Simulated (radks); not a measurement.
The numbers below are computed, except where a source is named.
Problem. Radial electron density D(r) = 4 pi r^2 rho(r) of an atom or ion with 43 electrons. Level of theory: scalar-relativistic Kohn-Sham, PBE, spin-unpolarised, spherical densities, point nucleus (a radial shooting solver on a logarithmic mesh with Libxc functionals).

```
   r/bohr * D(r) (the largest magnitude, 67.6, reaches the edge; | marks zero)
 0.001843 | *
 0.002146 |  *
 0.002498 |   *
 0.002908 |    *
 0.003386 |     *
 0.003941 |       *
 0.004588 |         *
 0.005342 |           *
 0.006169 |              *
 0.007182 |                 *
 0.008361 |                     *
 0.009733 |                         *
  0.01133 |                             *
  0.01319 |                                  *
  0.01536 |                                      *
  0.01788 |                                         *
  0.02081 |                                           *
  0.02423 |                                           *
  0.02821 |                                           *
  0.03284 |                                         *
  0.03823 |                                       *
   0.0445 |                                     *
  0.05181 |                                     *
  0.06031 |                                       *
  0.07021 |                                            *
  0.08174 |                                                 *
  0.09516 |                                                     *
   0.1108 |                                                      *
    0.129 |                                                   *
   0.1489 |                                             *
   0.1734 |                                      *
   0.2019 |                                  *
    0.235 |                                   *
   0.2736 |                                       *
   0.3185 |                                         *
   0.3708 |                                        *
   0.4316 |                                 *
   0.5025 |                       *
    0.585 |               *
    0.681 |          *
   0.7928 |         *
   0.9229 |         *
    1.074 |         *
    1.251 |        *
    1.456 |     *
    1.695 |   *
    1.973 |  *
    2.297 | *
    2.675 |*
    3.114 |*
    3.596 |*
    4.186 *
    4.873 *
    5.673 *
    6.605 *
    7.689 *
    8.951 *
    10.42 *
```

What is the nuclear charge?

Solution. Z = 43. The innermost maximum, from 1s, lies near gamma/Z bohr with gamma = sqrt(1 - (Z/c)^2) = 0.949, here 0.0221 bohr (found: 0.0240), and its height grows with Z. The density is that of neutral technetium in [Kr] 4d5 5s2; the configuration itself is not fixed sharply by these data, and Z only to a few units. D(r) has 4 maxima, at r = 0.0240, 0.106, 0.329, 0.961 bohr, and minima at 0.0482, 0.212, 0.799 bohr, inside which lie 2.03, 11.07, 29.27 electrons.
